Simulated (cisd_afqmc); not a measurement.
Input (AFQMC/CISD/def2-SVP; cisd_afqmc is a phaseless AFQMC code with CISD trial states that reads the integrals written by Ansatz):

Ansatz 0.2 input:
```python
import cisd_afqmc

open("ham.yaml", "w").write("""\
crystal:
  periodic: [false, false, false]
  atoms:
    - {symbol: Ag, position_ang: [-0.00000000, -0.00000000, -0.32092593]}
    - {symbol: F, position_ang: [0.00000000, 0.00000000, 1.67594652]}
basis:
  gaussian:
    orbitals: def2-SVP
magnetization: {spin_polarized: false}
correlation: {method: ccsd, electrons: outside_noble_gas, hamiltonian_folder: ham}
""")
rep = cisd_afqmc.ansatz("ham.yaml")
e_ccsd = rep["correlation"]["coupled_cluster"]["energy"]["hartree"]
out = cisd_afqmc.run("ham", e_ccsd, trial="CISD", walkers=200, populations=8, threads=8, dt=0.005, steps=40, early=36, settle=10, least=32,
    cut=5e-5, rank_cut=2e-4, target=0.0004, seconds=1500, seed=1, memory=17280, gpu=False)
```

Output:

```
orbitals 40, occupied [9], factors 239 of 456, rank of the doubles 147 of 279
E(HF) = -245.425524
E(CCSD) on the cut factors = -245.847871, shift to the whole factors 0.000021
Energy of the trial state on the determinant = -245.847841
  tau behind 10.8 of longer steps, mean of the populations' last blocks
   2.0  -245.85843
   4.0  -245.85844
   6.0  -245.85833
   8.0  -245.85744
  10.0  -245.85726
blocks 427 (0 outliers left out), error by blocks joined: 1: 0.00021, 2: 0.00026, 4: 0.00029, 8: 0.00031, 16: 0.00039
E(AFQMC/CISD) = -245.85765 +/- 0.00039
```

 The CCSD(T) runs of this state have a T1 diagnostic of up to 0.027.

The error still grows at the longest joins of blocks, or few joins were possible, so the printed bar may be too narrow.
